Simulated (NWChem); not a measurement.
Species: CHAlClNO; SMILES O=C=[N][AlH][Cl]

```xyz
6

Al    -0.8445    -0.6445     0.0000
Cl     0.5937    -2.1652     0.0000
H     -2.3734    -0.9817     0.0000
N     -0.2753     1.0293     0.0000
C      0.1426     2.1569     0.0000
O      0.5412     3.2528     0.0000
```
Atoms are numbered in this order, from 1.

Program: NWChem. Medium grid unless said otherwise, to which SCAN and Minnesota functionals are sensitive. The geometry was optimised at PBE0/def2-SVP. Total energies of different functionals are on different scales.

| level | energy (Ha) | highest occupied level (eV) | orbital gap (eV) | dipole (D) |
|---|---|---|---|---|
| B3LYP/def2-SVP | -871.1260 | -8.43 | 6.80 | 1.47 |
| PBE/def2-SVP | -870.5826 | -7.31 | 5.11 | 1.32 |
| N12/def2-SVP | -871.0134 | -7.21 | 5.20 | 1.49 |
| MPW1K/def2-SVP | -871.0502 | -9.85 | 8.91 | 1.66 |
| LC-BLYP (range parameter 0.33 per bohr)/def2-SVP | -870.3176 | -10.88 | 11.22 | 1.47 |
| r2SCAN0/def2-SVP | -870.9162 | -9.04 | 7.76 | 1.58 |
| M06-L/def2-SVP | -871.0849 | -7.67 | 5.92 | 1.61 |
